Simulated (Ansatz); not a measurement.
`CC1OB1O` + `BS[SiH3]` → `CC1BO1` + `OBS[SiH3]` at 700 K and 1 bar (redistribution).

Computed with Ansatz on PBE0-D4/def2-TZVP structures; ΔE is electronic, products minus reactants. CBS: MP2 limit from def2 TZ/QZ plus the TZ coupled-cluster correction, frozen cores. Each species was taken in one conformer, which may not be the lowest.

```json
{"species": "`CC1OB1O`", "CCSD(T)/CBS energy (Eh)": "-254.30498", "H − E (kJ/mol)": "269.1", "S (J/(mol·K))": "405.7"}
{"species": "`BS[SiH3]`", "CCSD(T)/CBS energy (Eh)": "-714.68055", "H − E (kJ/mol)": "186.5", "S (J/(mol·K))": "398.7"}
{"species": "`CC1BO1`", "CCSD(T)/CBS energy (Eh)": "-179.06768", "H − E (kJ/mol)": "241.1", "S (J/(mol·K))": "366.0"}
{"species": "`OBS[SiH3]`", "CCSD(T)/CBS energy (Eh)": "-789.92150", "H − E (kJ/mol)": "214.8", "S (J/(mol·K))": "436.0"}
```

H − E and S are ideal-gas, rigid-rotor, harmonic terms from PBE0-D4/def2-TZVP, for one conformer and one mirror image of each species. 1 Eh = 2625.50 kJ/mol, R = 8.31446 J/(mol·K).

Q: By hand: ΔE, ΔH, ΔS and ΔG.

A: ΔE = (-179.06768) + (-789.92150) − (-254.30498) − (-714.68055) = -0.00365 Eh = -9.6 kJ/mol. Δ(H − E) = 241.1 + 214.8 − 269.1 − 186.5 = 0.3, so ΔH = -9.3 kJ/mol. ΔS = 366.0 + 436.0 − 405.7 − 398.7 = -2.4 J/(mol·K). ΔG = -9.3 − 700 × (-2.4)/1000 = -7.6 kJ/mol.

Q: By hand: the equilibrium constant, and the temperature at which ΔG would vanish if ΔH and ΔS stayed fixed.

A: log₁₀ K = −ΔG/(RT ln 10) = 0.6. ΔG = 0 at ΔH/ΔS = 3875 K, far beyond where these terms or the molecules hold.

The number of gas molecules stays the same, so ΔS is small and ΔH decides. A doubt of 5 kJ/mol in ΔE shifts log₁₀ K by 0.4 here. Other conformers and mirror images would add mixing entropy, several J/(mol·K) or more a flexible species. Modes under 60 cm⁻¹, often nearly free rotors, make the harmonic entropy too high. These are equilibria of isolated gas molecules and say nothing of rates. Largest T1 diagnostic: 0.015 (customary marks: 0.02 for closed shells, 0.045 for open ones).
